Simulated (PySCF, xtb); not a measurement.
B(AsH2)(H)(Me) (CH6AsB), SMILES CB[AsH2].

GFN2-xTB (xtb) at its own geometry gives an orbital gap of 3.14 eV and a dipole moment of 1.78 D.

Geometry optimised at r2SCAN-D4/def2-SVP.

Question: What does PySCF with PBE/def2-TZVPD give? (The exact figures need the calculation; the answer reports its results.)

Answer: gap 3.75 eV (levels -6.11 and -2.36 eV), dipole 0.95 D.
